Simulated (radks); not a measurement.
V I, configuration [Ar] 3d5 (not the ground configuration). Method: Dirac Kohn-Sham, PBE, spin-unpolarised, spherical densities, finite nucleus; open shells fill j = l - 1/2 first; Fermi nuclear charge, rms radius 3.6002 fm; computed with a radial shooting solver on a logarithmic mesh with Libxc functionals.

Spin-orbit splittings of the eigenvalues, e(l+1/2) - e(l-1/2), with zeta = 2 splitting/(2l+1) and mean radii in bohr:

shell  occ.  splitting (eV)  zeta (eV)  <r> j=l-1/2  <r> j=l+1/2
2p        6           7.106      4.737       0.2721       0.2749
3p        6          0.8067     0.5378        1.028        1.037
3d        5         0.04671    0.01868        2.033        2.060
4p        0         0.01736    0.01158        5.837        5.890
